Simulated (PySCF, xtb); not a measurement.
C₂H₆OSi₂, SMILES [SiH2](C#C)[SiH2]O. The values are those of a single conformer.

Harmonic wavenumbers (cm⁻¹) from GFN2-xTB run with xtb at its own minimum, in rising order: 17, 77, 171, 207, 259, 267, 386, 430, 464, 570, 613, 639, 671, 684, 697, 735, 783, 793, 819, 881, 2165, 2182, 2193, 2198, 2276, 3345, 3688.

Problem. What does PBE-D3(BJ)/def2-SVP in PySCF 2.14.0 give at its own minimum? (Estimate from the structure and the level; the computed values follow.)

Solution. 48, 84, 184, 227, 303, 340, 397, 411, 550, 613, 683, 684, 699, 702, 733, 794, 848, 889, 926, 939, 2066, 2127, 2156, 2165, 2181, 3386, 3678. Paired by order, the mean absolute difference is 48 cm⁻¹ and the zero-point energies are 40.3 and 41.2 kcal/mol.
